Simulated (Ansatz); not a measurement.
Start from `C[NH][GaH2]` and change one element to get `BNC`.

Ansatz, PBE0-D4/def2-TZVP geometries, multiplicity 1. 

Scalar relativity is left out up to krypton.

```json
{"property": "LUMO energy (B3LYP/def2-TZVPP) / eV", "`C[NH][GaH2]`": "-1.01"}
{"property": "HOMO energy (ωB97M-V/def2-TZVPP) / eV", "`C[NH][GaH2]`": "-9.04"}
{"property": "LUMO energy (PBE0/def2-TZVPP) / eV", "`C[NH][GaH2]`": "-0.75"}
{"property": "LUMO energy (ωB97M-V/def2-TZVPP) / eV", "`C[NH][GaH2]`": "0.93"}
{"property": "HOMO energy (PBE/def2-TZVPP) / eV", "`C[NH][GaH2]`": "-5.51"}
{"property": "HOMO–LUMO gap (B3LYP/def2-TZVPP) / eV", "`C[NH][GaH2]`": "5.53"}
```

Task: Give the same properties after the change, and the shifts. (Estimate.)

Result: The calculation gave: 
```
                             property   `BNC`  shift
  LUMO energy (B3LYP/def2-TZVPP) / eV    0.00   1.01
HOMO energy (ωB97M-V/def2-TZVPP) / eV  -10.24  -1.20
   LUMO energy (PBE0/def2-TZVPP) / eV    0.25   1.00
LUMO energy (ωB97M-V/def2-TZVPP) / eV    2.02   1.09
    HOMO energy (PBE/def2-TZVPP) / eV   -6.61  -1.10
HOMO–LUMO gap (B3LYP/def2-TZVPP) / eV    7.66   2.13
```

With PBE0 the HOMO falls by 1.16 eV and the LUMO rises by 1.00 eV, so the gap widens by about 2.16 eV. PBE moves the HOMO by -1.10 eV and ωB97M-V by -1.20 eV.

B3LYP here is the variant with VWN-RPA as its local correlation; programs differ in this.
